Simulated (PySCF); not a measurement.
# Excitation energy of Au by level of theory

Au [Xe] 4f14 5d10 6s1 (2S) → Au [Xe] 4f14 5d9 6s1 7s1 (4D), as a difference of total energies. Calculation: PySCF 2.14, in aug-cc-pVTZ-PP with one added diffuse shell each of s, p, d, f, g type with ECP60MDF (7s7p6d4f3g, 113 functions); scalar relativity through the core potential. Correlated levels: valence: 5s2 5p6 frozen. The calculations carry no spin-orbit coupling.

| method | excitation energy (eV) |
| --- | --- |
| UHF | 7.262 |
| LDA | 9.269 |
| PBE | 8.868 |
| PBE0 | 8.698 |
| r2SCAN | 8.785 |
| r2SCANh | 8.744 |
| wB97X-V | 8.812 |
| r2SCAN0 | 8.683 |
| MP2 (valence) | 9.184 |
| SCS-MP2 (valence) | 9.113 |

How much does correlation contribute at MP2 (valence)?

9.184 − (7.262) = 1.922 eV, measured against UHF.

The promoted electron is Rydberg-like, and one or two diffuse shells describe it only roughly, which tends to raise the upper state.
